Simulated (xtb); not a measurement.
xtb input (GFN1-xTB):

```bash
xtb mol.xyz --gfn 1 --opt tight --chrg 0 --uhf 0
```
mol.xyz:
```
14

C     -0.76300776     1.54427050    -1.12092425
Ge    -0.05609576    -0.07139958    -0.27315456
C      1.64895917    -0.64283474    -1.04456716
C     -1.37081299    -1.51857536    -0.19550964
Cl     0.37300871     0.47477148     1.81634101
H     -0.99877760     1.34288966    -2.16717681
H     -1.66887684     1.86806873    -0.61019941
H     -0.02582008     2.34455884    -1.07217126
H      2.04112329    -1.49605731    -0.49274971
H      1.50783967    -0.93004192    -2.08782332
H      2.37182987     0.17043585    -0.99626741
H     -1.63043431    -1.84014833    -1.20544710
H     -2.27307426    -1.17659665     0.30972210
H     -0.96072406    -2.36659970     0.35126796
```

End of the output:

```
     2  32 Ge       5  17 Cl                                      2.1739218 (max)
     1   6 C        6   1 H                                       1.0903549 (min)
     1   6 C        7   1 H                                       1.0910680
     1   6 C        8   1 H                                       1.0910680
     3   6 C        9   1 H                                       1.0910680
     3   6 C       10   1 H                                       1.0903549
     3   6 C       11   1 H                                       1.0910680
     4   6 C       12   1 H                                       1.0903549
     4   6 C       13   1 H                                       1.0910680
     4   6 C       14   1 H                                       1.0910680

 * 3 distinct bonds (by element types)

   Z      Z             #   av. dist./Å        max./Å        min./Å
   1 H    6 C           9     1.0908303     1.0910680     1.0903549
   6 C   32 Ge          3     1.9613473     1.9613473     1.9613473
  17 Cl  32 Ge          1     2.1739218     2.1739218     2.1739218

optimized geometry written to: xtbopt.xyz

           -------------------------------------------------
          | TOTAL ENERGY              -17.158951284250 Eh   |
          | GRADIENT NORM               0.000186975200 Eh/α |
          | HOMO-LUMO GAP               7.070557042586 eV   |
           -------------------------------------------------

------------------------------------------------------------------------
------------------------------------------------------------------------
 total:
 SCF:
 ANC optimizer:
```
